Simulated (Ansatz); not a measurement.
A search over several starts for the lowest SCF solution of NbSF₃⁻ at the given spin, in a small basis.

```yaml
crystal:
  periodic: [false, false, false]
  atoms:
    - {symbol: Nb, position_ang: [-0.000417, 0.000675, -0.089862]}
    - {symbol: S, position_ang: [0.009538, -0.015851, 2.062571]}
    - {symbol: F, position_ang: [1.772541, 0.009357, -0.665734]}
    - {symbol: F, position_ang: [-0.894507, 1.540571, -0.641591]}
    - {symbol: F, position_ang: [-0.887156, -1.534752, -0.665384]}
basis:
  gaussian: {orbitals: def2-SVP}
total_charge: -1
magnetization: {spin_polarized: true, initial_magnetization: 1}
hamiltonian: {xc: pbe0, dispersion: d4}
output: {orbitals: {seedname: orbitals}}
```

```sh
$ ansatz run in.yaml --threads 4 --pin off --events-out ev --progress --plain --max-ram 3916MiB
```

Shortened log:

```
Functional definition: PBE0
  name "PBE0"
  cite "Adamo & Barone, J. Chem. Phys. 110, 6158 (1999) doi:10.1063/1.478522"
  cite "Perdew, Burke & Ernzerhof, Phys. Rev. Lett. 77, 3865 (1996) doi:10.1103/PhysRevLett.77.3865"
  parent pbe
  parameter a = 0.25
  parameter kappa = 0.804
  parameter beta = 0.06672455060314922
  exchange = (1 - a)*pbe_x(kappa = kappa, mu = beta*pi^2/3) + a*exact_x
  correlation = pbe_c(beta = beta)
863 factors; integrals over basis functions are off by at most 1.2e-3 eV
mean field evaluation 1: about -20520.0427 eV, gradient 2.0e1 eV
mean field evaluation 2: about -20497.1176 eV, gradient 7.0e1 eV
mean field evaluation 4: about -20522.2946 eV, gradient 3.3e0 eV
mean field evaluation 8: about -20522.4606 eV, gradient 3.4e-1 eV
mean field evaluation 16: about -20522.4637 eV, gradient 5.8e-3 eV
mean field evaluation 32: about -20522.4638 eV, gradient 9.4e-6 eV
mean field evaluation 64: about -20522.3679 eV, gradient 1.5e0 eV
mean field -20522.46378041 eV, -754.1866333046 hartree, gradient 3.2e-6 eV, S^2 0.753453; 12 other end points of the search recorded, 0 dependent functions left out
reference -20522.46382603 eV, -754.1866349808 hartree; 29, 28 occupied and 62, 63 virtual orbitals, 863 factors
Total energy: -20522.58349915 eV, -754.1910328870 hartree
```

It took 13 s on 4 threads of Arm Neoverse V1 on a shared host.

In the def2 sets Nb takes a core potential; there is no spin–orbit coupling. The highest occupied level of the charge -1 doublet lies above zero (up to 1.46 eV). By energy differences its removal costs 1.01 eV (vertical, to the charge 0 singlet, at PBE0-D4/def2-TZVPD).
